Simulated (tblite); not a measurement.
Species: C4H13O2PSi2.
SMILES with atom numbers: `[CH3:1][O:2][C@@H:3]1[CH2:4][Si@@:5]([CH3:6])([PH2:7])[O:8][SiH2:9]1` (hydrogens: H10, H11, H12 on C1; H13 on C3; H14, H15 on C4; H16, H17, H18 on C6; H19, H20 on P7; H21, H22 on Si9)

Computed with GFN2-xTB (tblite), gas phase: L-BFGS steps from a force-field or distance-geometry start until the largest atomic force falls under 0.01 eV/Å.

Step 2: E = -798.2139 eV
```
atom  x, y, z in Å  |  force x, y, z in eV/Å
C1      3.3445   -0.1885    0.1759    0.118   0.107   0.039
O2      2.1196   -0.5540   -0.3677   -0.389   0.261   0.018
C3      1.1639    0.3817    0.1542   -0.122  -0.008   0.019
C4      0.0812   -0.3175    0.9705   -0.494   0.189  -0.795
Si5    -1.4572   -0.3670   -0.1887   -0.310   0.004   0.709
C6     -2.2795   -2.0622   -0.1478    0.460   0.402  -0.181
P7     -2.8892    1.2365    0.5083   -0.531  -0.300   1.019
O8     -0.8080    0.1119   -1.6240   -0.151   0.057  -0.219
Si9     0.2771    1.2617   -1.2794    0.646   0.579   0.314
H10     3.2400   -0.2395    1.2687    0.562  -0.073   0.025
H11     3.5319    0.8561   -0.1178    0.524  -0.143   0.070
H12     4.1228   -0.8461   -0.1899    0.101  -0.123  -0.038
H13     1.7191    1.0701    0.7982   -0.291   0.125   0.033
H14     0.3854   -1.3087    1.2620    0.233  -0.228   0.226
H15    -0.1129    0.2855    1.8351   -0.184   0.091   0.600
H16    -2.8349   -2.1490    0.7726   -0.190  -0.050  -0.067
H17    -1.5433   -2.8535   -0.1926   -0.073  -0.089  -0.076
H18    -2.9168   -2.0990   -1.0084   -0.438  -0.427  -0.120
H19    -2.1110    2.4264    0.4970   -0.607  -0.579  -0.698
H20    -3.8163    1.3151   -0.5532    0.845   0.405   0.076
H21    -0.3970    2.4251   -0.6509    0.196  -0.108  -0.353
H22     1.1701    1.6343   -2.3239    0.095  -0.092  -0.601
```

Step 3: E = -798.3910 eV
```
atom  x, y, z in Å  |  force x, y, z in eV/Å
C1      3.3459   -0.1897    0.1751    0.128   0.100   0.026
O2      2.1186   -0.5475   -0.3677   -0.440   0.298   0.089
C3      1.1541    0.3867    0.1550    0.046  -0.026   0.042
C4      0.0727   -0.3181    0.9750   -0.476   0.252  -0.855
Si5    -1.4723   -0.3601   -0.1965   -0.143   0.055   1.122
C6     -2.2764   -2.0589   -0.1537    0.369   0.402  -0.180
P7     -2.9179    1.2312    0.5504   -0.259  -0.381   0.742
O8     -0.7980    0.1290   -1.6068   -0.508  -0.198  -0.559
Si9     0.2860    1.2725   -1.2934    0.739   0.511   0.750
H10     3.2637   -0.2418    1.2655    0.416  -0.077   0.143
H11     3.5525    0.8476   -0.1142    0.448   0.011   0.019
H12     4.1222   -0.8455   -0.1882    0.152  -0.243  -0.130
H13     1.7082    1.0742    0.8013   -0.258   0.117   0.032
H14     0.3918   -1.3073    1.2667    0.152  -0.161   0.161
H15    -0.1177    0.2825    1.8467   -0.170   0.038   0.472
H16    -2.8351   -2.1511    0.7566   -0.265  -0.021   0.199
H17    -1.5520   -2.8515   -0.1952    0.157  -0.219  -0.090
H18    -2.9224   -2.1137   -0.9981   -0.552  -0.385  -0.392
H19    -2.1361    2.4014    0.4688   -0.459  -0.439  -0.520
H20    -3.7781    1.3305   -0.5468    0.568   0.320  -0.014
H21    -0.3886    2.4197   -0.6635    0.103   0.085  -0.282
H22     1.1685    1.6291   -2.3388    0.254  -0.038  -0.773
```

Step 4: E = -798.6297 eV
```
atom  x, y, z in Å  |  force x, y, z in eV/Å
C1      3.3501   -0.1914    0.1735    0.164   0.049   0.028
O2      2.1113   -0.5308   -0.3649   -0.217   0.257   0.209
C3      1.1393    0.3964    0.1577    0.203  -0.013   0.151
C4      0.0522   -0.3151    0.9751   -0.181   0.209  -0.440
Si5    -1.5003   -0.3445   -0.1904    0.218   0.206   1.056
C6     -2.2687   -2.0482   -0.1673   -0.098   0.037  -0.183
P7     -2.9708    1.2149    0.6346    0.090  -0.251  -0.018
O8     -0.7924    0.1547   -1.5867   -0.664  -0.113  -0.455
Si9     0.3136    1.2978   -1.3029    0.455  -0.131   0.658
H10     3.3113   -0.2474    1.2635    0.159  -0.074   0.210
H11     3.5961    0.8347   -0.1082    0.278   0.172  -0.051
H12     4.1236   -0.8498   -0.1885    0.098  -0.355  -0.250
H13     1.6846    1.0833    0.8075   -0.137   0.131   0.116
H14     0.4040   -1.3042    1.2759   -0.075   0.128  -0.040
H15    -0.1287    0.2752    1.8711   -0.117  -0.109   0.095
H16    -2.8400   -2.1546    0.7334   -0.214   0.033   0.368
H17    -1.5620   -2.8529   -0.2013    0.352  -0.203  -0.102
H18    -2.9421   -2.1457   -0.9884   -0.424  -0.227  -0.498
H19    -2.1870    2.3504    0.4115   -0.185  -0.249  -0.077
H20    -3.7031    1.3622   -0.5365    0.125   0.053   0.018
H21    -0.3732    2.4147   -0.6897   -0.088   0.505  -0.092
H22     1.1718    1.6195   -2.3807    0.259  -0.056  -0.703
```

Step 5: E = -798.7071 eV
```
atom  x, y, z in Å  |  force x, y, z in eV/Å
C1      3.3542   -0.1917    0.1733    0.201   0.014   0.035
O2      2.1066   -0.5211   -0.3604    0.037   0.152   0.227
C3      1.1369    0.4001    0.1613    0.163   0.039   0.200
C4      0.0434   -0.3114    0.9712    0.050   0.150  -0.058
Si5    -1.5067   -0.3351   -0.1742    0.193   0.111   0.599
C6     -2.2691   -2.0454   -0.1750   -0.245  -0.149  -0.105
P7     -2.9885    1.2059    0.6632    0.154  -0.133  -0.279
O8     -0.7999    0.1635   -1.5845   -0.518   0.079  -0.120
Si9     0.3292    1.3028   -1.2984    0.178  -0.258   0.205
H10     3.3307   -0.2505    1.2658    0.087  -0.062   0.134
H11     3.6160    0.8328   -0.1069    0.199   0.126  -0.047
H12     4.1252   -0.8568   -0.1925   -0.020  -0.297  -0.238
H13     1.6741    1.0887    0.8119   -0.057   0.153   0.187
H14     0.4066   -1.2999    1.2779   -0.158   0.209  -0.121
H15    -0.1343    0.2704    1.8801   -0.088  -0.144  -0.052
H16    -2.8445   -2.1552    0.7302   -0.098   0.037   0.226
H17    -1.5603   -2.8560   -0.2052    0.242  -0.033  -0.099
H18    -2.9548   -2.1605   -0.9918   -0.234  -0.126  -0.364
H19    -2.2080    2.3282    0.3905   -0.063  -0.160   0.109
H20    -3.6745    1.3740   -0.5321   -0.034  -0.081   0.048
H21    -0.3693    2.4216   -0.7002   -0.058   0.508  -0.086
H22     1.1765    1.6149   -2.4059    0.071  -0.135  -0.400
```

Question: Estimate the geometry and energy of step 6. (The exact step hangs on the optimiser's Hessian estimate; all steps are aligned on step 5, rigid shifts and turns removed.)

Answer: E = -798.7579 eV, largest force 0.442 eV/Å
```
atom  x, y, z in Å  |  force x, y, z in eV/Å
C1      3.3609   -0.1914    0.1741    0.206  -0.007   0.043
O2      2.1053   -0.5128   -0.3532    0.241   0.036   0.207
C3      1.1389    0.4031    0.1676    0.090   0.122   0.178
C4      0.0400   -0.3062    0.9679    0.206   0.084   0.226
Si5    -1.5066   -0.3282   -0.1535    0.009  -0.091   0.035
C6     -2.2743   -2.0471   -0.1813   -0.240  -0.170  -0.030
P7     -2.9950    1.1984    0.6727    0.110  -0.083  -0.262
O8     -0.8145    0.1706   -1.5851   -0.285   0.248   0.230
Si9     0.3411    1.3003   -1.2929   -0.150  -0.144  -0.187
H10     3.3433   -0.2535    1.2696    0.087  -0.044   0.029
H11     3.6311    0.8340   -0.1071    0.153   0.021  -0.019
H12     4.1254   -0.8668   -0.1997   -0.125  -0.190  -0.181
H13     1.6673    1.0950    0.8185    0.011   0.170   0.236
H14     0.4046   -1.2932    1.2765   -0.160   0.163  -0.138
H15    -0.1393    0.2648    1.8842   -0.066  -0.105  -0.063
H16    -2.8489   -2.1548    0.7328    0.000   0.005   0.027
H17    -1.5548   -2.8578   -0.2094    0.060   0.131  -0.091
H18    -2.9664   -2.1711   -1.0010   -0.038  -0.046  -0.157
H19    -2.2207    2.3126    0.3815    0.046  -0.051   0.181
H20    -3.6595    1.3785   -0.5285   -0.129  -0.156   0.000
H21    -0.3681    2.4359   -0.7080    0.080   0.320  -0.162
H22     1.1798    1.6092   -2.4274   -0.107  -0.212  -0.104
```

The energy changes by -0.0509 eV. The first-order estimate −F·Δx gives -0.0760 eV and the mean of the old and new forces, exact on a quadratic surface, -0.0508 eV. The step makes an angle of 42° with the force vector and moves no atom by more than 0.022 Å.

What follows is the cost of the whole relaxation. Time: 3.7 s of wall time. Hardware: one thread, Arm Neoverse V1 (aarch64), shared host with 32 logical CPUs at a one-minute load of 14.
